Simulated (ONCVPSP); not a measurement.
**What one change does to a pseudopotential (Ni, ONCV)**

| Quantity | Value |
| --- | --- |
| Element | Ni (Z = 28) |
| Generator | ONCVPSP 4.0.1 |
| Type | optimised norm-conserving Vanderbilt (ONCV) |
| Functional | PBE |
| Relativity | scalar-relativistic |
| Frozen core | [Ne] |
| Valence charge | 18 |
| Reference configuration | 3s2 3p6 3d8 4s2 |
| Partial waves | 3s+4s: rc 1.40 bohr, ncon 4, nbas 7, qcut 9.4 1/bohr, 3 projectors, debl 1.6 Ha; 3p: rc 1.15 bohr, ncon 4, nbas 9, qcut 15 1/bohr, 3 projectors, debl 2 Ha; 3d: rc 1.05 bohr, ncon 4, nbas 9, qcut 12.3 1/bohr, 2 projectors, debl 1 Ha |
| Local potential | polynomial inside 0.70 bohr (lpopt 5, dvloc0 0 Ha) |
| Core correction | Teter function, parameters optimised by the program |

In the p channel the program set the typed energies aside and used -2.623, 0.250, 2.250 Ha.

Change: s: rc 1.16.

Cutoffs: the cutoffs (Ha) at which the residual kinetic energy of the hardest occupied pseudo-wave falls to 1 and 0.1 mHa per electron; they do not see the model core or the augmentation charge, which bear on the density cutoff. Errors are all-electron minus pseudo energies relative to the spin-unpolarised reference configuration.

**Question.** What does the change do?

**Answer.** The potential gets neither clearly harder nor softer (70 Ha and 170 Ha → 70 Ha and 170 Ha); the d channel sets the loose cutoff, while the largest relative change is in s, which becomes harder; of the 4 tests that both files solve, the error grows in 2 and shrinks in 1 by more than 15 % and 0.3 meV (median size 1.0 → 1.2 meV); neither file shows a bound ghost.

```tsv
quantity	base	changed
cutoff, loose	70 Ha	70 Ha
cutoff, tight	170 Ha	170 Ha
loose cutoff by channel	s 22 Ha, p 43 Ha, d 70 Ha	s 35 Ha, p 43 Ha, d 70 Ha
bound ghosts	none	none
GHOST(+) flags under 300 eV	none	none
error for 3s2 3p6 3d8 4s1, meV [ΔE 9.32 eV]	-0.9	-0.9
error for 3s2 3p6 3d8 4s0, meV [ΔE 26.67 eV]	-0.6	-1.6
error for 3s2 3p6 3d7 4s0, meV [ΔE 64.14 eV]	-4.9	-13
error for 3s2 3p6 3d8.5 4s1.5, meV [ΔE -1.18 eV]	+1.1	+0.7
p: phases at 1.17 bohr within 0.05 rad from the reference energy up to (Ha; the scan ends near 5)	to the end of the scan	to the end of the scan
d: phases at 1.06 bohr within 0.05 rad from the reference energy up to (Ha; the scan ends near 5)	to the end of the scan	to the end of the scan
rms error of d²Exc/dni dnj with the model core, mHa	0.96	0.85
```
